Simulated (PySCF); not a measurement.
Correlation energy of N²⁺ (nitrogen, charge +2)

[He] 2s2 2p1, 2P determinant. Computed with PySCF 2.14 in Sapporo-DZP-2012 (4s3p1d, 18 functions), with scalar relativity by spin-free X2C-1e. Frozen: 1s2; 3 electrons correlated.

MP2 pair energies summed by pair of shells (mhartree):

```tsv
pair	energy	share (%)
2s-2s	-30.49	63.0
2s-2p	-17.90	37.0
```

Total MP2 correlation energy: -48.39 mhartree.

Same-spin part -2.83 and opposite-spin part -45.56 mhartree; SCS-MP2 scales them by 1/3 and 6/5 to -55.61 mhartree.

```csv
level,correlation energy (mhartree)
CCSD,-77.59
(T),-0.60
CCSD(T),-78.19
```

Diagnostics: T1 = 0.0073, D1 = 0.0140, largest double amplitude 0.138.

Cost of the coupled-cluster step: 0.11 s of wall time on 1 thread of Neoverse-V1 (shared host), for 3 correlated electrons.
